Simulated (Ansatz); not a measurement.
Isolated molecules relaxed with PBE0-D4/def2-TZVP in Ansatz; ΔE leaves out vibrations. CCSD(T)/CBS is the MP2 limit (def2-TZVPP, def2-QZVPP) plus CCSD(T) − MP2 in def2-TZVPP, frozen cores. This one scheme is used for every species. Functionals use def2-TZVPP. B3LYP here is the variant with VWN-RPA as its local correlation; programs differ in this. Elements past krypton have def2 core potentials. For In outer-core shells are correlated without core-valence functions, which leaves a few kJ/mol of doubt a bond.

`CC1=[N+](C)[In-]([Cl])([Cl])[N]1C` + HCl → `[Cl][In]([Cl])[Cl]` + `C/N=C(\C)NC`  (ligand exchange at the In–N bond)

(1) Is it downhill or uphill in electronic energy at CCSD(T)/CBS, and by how much? (Best estimate.)

(2) What do these levels give: PBE-D4, B3LYP-D4, BLYP, MP2/def2-SVP, MP2/def2-QZVPP, SCS-MP2/def2-QZVPP? (An estimate is asked.)

Largest T1 diagnostic among the species: 0.014.

Answers

(1) Computed: Uphill: ΔE = +21.0 kJ/mol.

(2) The calculation gave: PBE-D4 2.1, B3LYP-D4 0.7, BLYP -18.9, MP2/def2-SVP 27.1, MP2/def2-QZVPP 24.8, SCS-MP2/def2-QZVPP 18.1 kJ/mol.

Leaving LDA and LC-ωPBE aside and taking each functional with its dispersion term where it has one, the values, not all of them listed here, spread over 11.8 kJ/mol, from BLYP-D4 to PBE-QIDH. LDA lies +19.5 kJ/mol from PBE without D4. From BLYP to BHLYP (50 % exact exchange), in def2-TZVPP and without D4, ΔE moves by +6.6 kJ/mol.
